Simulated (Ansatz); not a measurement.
Input and output for `COB(S)S`.

```yaml
crystal:
  periodic: [false, false, false]
  atoms:
    - {symbol: C, position_ang: [0.247567, -1.577747, -0.228024]}
    - {symbol: O, position_ang: [-0.025353, -0.525388, 0.603743]}
    - {symbol: B, position_ang: [-0.090518, 0.795697, 0.248113]}
    - {symbol: S, position_ang: [-0.128109, 1.877430, 1.312988]}
    - {symbol: S, position_ang: [-0.042636, 1.205667, -1.498897]}
    - {symbol: H, position_ang: [0.016920, -2.430430, 0.256996]}
    - {symbol: H, position_ang: [-0.840393, -1.499755, -0.976157]}
    - {symbol: H, position_ang: [0.999197, -1.240242, -0.913516]}
    - {symbol: H, position_ang: [-0.148680, 1.256398, 2.504893]}
    - {symbol: H, position_ang: [-0.169370, 2.420345, -1.488056]}
basis:
  gaussian: {orbitals: def2-mTZVP}
hamiltonian: {xc: {name: HF}}
correlation: {method: bccd_t, diis_vectors: 2}
```

```sh
$ ansatz run in.yaml --threads 4 --pin off --events-out ev --progress --plain --max-ram 10444MiB
```

Output, abridged:

```
Functional definition: HF
1129 factors; integrals over basis functions are off by at most 9.6e-4 eV
mean field evaluation 1: about -25450.4000 eV, gradient 3.5e1 eV
mean field evaluation 2: about -25450.5053 eV, gradient 3.5e1 eV
mean field evaluation 4: about -25453.7072 eV, gradient 4.5e0 eV
mean field evaluation 8: about -25453.7797 eV, gradient 2.5e-1 eV
mean field evaluation 16: about -25453.5792 eV, gradient 4.5e0 eV
mean field -25453.78009476 eV, -935.4091652906 hartree, gradient 7.1e-6 eV, S^2 0.000000; 0 other end points of the search recorded, 0 dependent functions left out
13 core orbitals not correlated: weight in the atoms' cores, before any rotation towards them, 1.000 or more for the frozen orbitals, at most 0.000 for the correlated occupied ones
reference -25453.78009476 eV, -935.4091652906 hartree; 15, 15 occupied and 93, 93 virtual orbitals, 1129 factors
second order -18.62215767 eV of doubles, -0.00000000 eV of singles
cycle   1  -19.26985954 eV  change   -6.5e-1 eV  update   1.1e-1
cycle   2  -19.76941433 eV  change   -5.0e-1 eV  update   3.5e-2
cycle   3  -19.89438053 eV  change   -1.2e-1 eV  update   1.9e-2
cycle   4  -19.88288784 eV  change    1.1e-2 eV  update   5.0e-3
cycle   5  -19.88776536 eV  change   -4.9e-3 eV  update   2.1e-3
cycle   6  -19.88411241 eV  change    3.7e-3 eV  update   9.9e-4
cycle   7  -19.88317400 eV  change    9.4e-4 eV  update   3.5e-4
cycle   8  -19.88241062 eV  change    7.6e-4 eV  update   2.0e-4
cycle   9  -19.88220721 eV  change    2.0e-4 eV  update   8.4e-5
cycle  10  -19.88220938 eV  change   -2.2e-6 eV  update   3.8e-5
cycle  11  -19.88219738 eV  change    1.2e-5 eV  update   1.7e-5
perturbative correction -0.74537264 eV, -0.0273919392 hartree
Total energy: -25474.40766478 eV, -936.1672145069 hartree
```

Run time 5.5 s (4 threads of an Intel Xeon Platinum 8488C on a shared host); peak host memory 0.81 GiB.
